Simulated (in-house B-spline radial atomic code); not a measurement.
Checks on a self-consistent run for Sc2+, [He] 2s2 (2p1/2)1 (2p3/2)3 3s2 3p6 3d1 4s2. Level of theory: Dirac-Hartree-Fock, average of the jj configuration, Fermi nucleus of rms radius 3.5459 fm; calculated with a radial B-spline atomic code at the basis-set limit.

```tsv
orbital	q	ε (Eh)	<1/r>	<r²>	small-component weight
1s1/2	2	-172.17263	20.8053	0.00712464	0.0056639
2s1/2	2	-22.47514	4.47556	0.129044	0.001043
2p1/2	1	-19.76574	4.37227	0.108041	0.0010044
2p3/2	3	-19.47706	4.32194	0.109728	0.00099489
3s1/2	2	-4.09546	1.44757	1.07938	0.00023897
3p1/2	2	-3.01801	1.36821	1.20365	0.00022262
3p3/2	4	-3.01417	1.36697	1.20679	0.00022415
3d3/2	0.4	-1.70190	1.16108	1.40758	0.00016495
3d5/2	0.6	-1.71058	1.16574	1.39688	0.00016653
4s1/2	2	-0.86830	0.475186	8.33154	3.9278e-05
```

Electron-electron repulsion V_ee = 233.9222 hartree.

Task: What total energy follows from the eigenvalues?

Result: The eigenvalues count the repulsion twice, so E = Σqε - V_ee = -497.220 - 233.922 = -731.142 hartree; the run printed -731.142.

Task: Does the Dirac virial theorem hold?

Result: For a point nucleus E = -2c²Σq·w, with w the small-component weight. Here Σq·w = 0.019467 and c = 137.0360, so the ratio E/(-2c²Σq·w) is 1.000004; the finite nucleus accounts for the departure from 1.

Task: What diamagnetic shielding (Lamb formula) and susceptibility (Langevin formula) do the radii give?

Result: σ = (α²/3)Σq<1/r> = 81.1135/(3·137.036²) = 1439.8 ppm, and χ = -0.79199×10⁻⁶·Σq<r²> = -22.31×10⁻⁶ cm³/mol with Σq<r²> = 28.167 bohr². Both are non-relativistic formulas without the paramagnetism of open shells.
